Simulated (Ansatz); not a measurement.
Reactions of CH$_{9}$AlOSi$_{2}$ (`[AlH2][O]C[SiH2][SiH3]`).

Gas-phase electronic energies from Ansatz, PBE0-D4/def2-TZVP geometries. CCSD(T)/CBS is the MP2 limit (def2-TZVPP, def2-QZVPP) plus CCSD(T) − MP2 in def2-TZVPP, frozen cores. This one scheme is used for every species. DFT in def2-TZVPP. For Br, Ge outer-core shells are correlated without core-valence functions, which leaves a few kJ/mol of doubt a bond. Scalar relativity is left out up to krypton. One conformer a species, not always the lowest.

```tsv
reaction	PBE-D4 (eV)	r2SCAN-D4 (eV)	PBE0-D4 (eV)	HF/CBS(def2) (eV)
`[AlH2][O]C[SiH2][SiH3]` + `[CH2]1[NH][AlH]1` → `[AlH2][N]1[CH2][AlH]1` + `OC[SiH2][SiH3]`	0.32	0.34	0.32	0.39
`[AlH2][O]C[SiH2][SiH3]` + `C[BH][GeH3]` → `C[B]([AlH2])[GeH3]` + `OC[SiH2][SiH3]`	1.54	1.71	1.59	1.93
`[AlH2][O]C[SiH2][SiH3]` + `SBS` → `[AlH2][S]BS` + `OC[SiH2][SiH3]`	0.30	0.38	0.30	0.51
`[AlH2][O]C[SiH2][SiH3]` + `C=C` → `C=CC[O][AlH2]` + `[SiH3][SiH3]`	0.04	0.02	0.01	-0.07
`[AlH2][O]C[SiH2][SiH3]` + `BN` → `BN[SiH2][SiH3]` + `C[O][AlH2]`	-0.40	-0.48	-0.45	-0.68
`[AlH2][O]C[SiH2][SiH3]` + `[CH3][AlH][Br]` → `[CH3][Al]([SiH3])[Br]` + `[AlH2][O]C[SiH3]`	-0.08	-0.06	-0.08	-0.09
`[AlH2][O]C[SiH2][SiH3]` + `[NH2][GeH3]` → `[SiH3][SiH2][NH][GeH3]` + `C[O][AlH2]`	-0.59	-0.67	-0.65	-0.86
`[AlH2][O]C[SiH2][SiH3]` + `OBO` → `OBO[SiH2][SiH3]` + `C[O][AlH2]`	-0.86	-0.99	-0.92	-1.26
`[AlH2][O]C[SiH2][SiH3]` + `CO[SiH](O)O` → `CO[SiH](O)O[SiH3]` + `[AlH2][O]C[SiH3]`	-0.77	-0.98	-0.87	-1.40
`[AlH2][O]C[SiH2][SiH3]` + `[NH2][AlH2]` → `[NH2][AlH][AlH2]` + `OC[SiH2][SiH3]`	1.27	1.48	1.30	1.57
```

(1) Give the CCSD(T)/CBS values in the same order. (An estimate is asked.)

Largest T1 diagnostic: 0.015, for `[CH2]1[NH][AlH]1`.

Results:

(1) The calculation gave: 0.34, 1.73, 0.37, 0.02, -0.52, -0.08, -0.72, -1.01, -1.06, 1.46 eV.
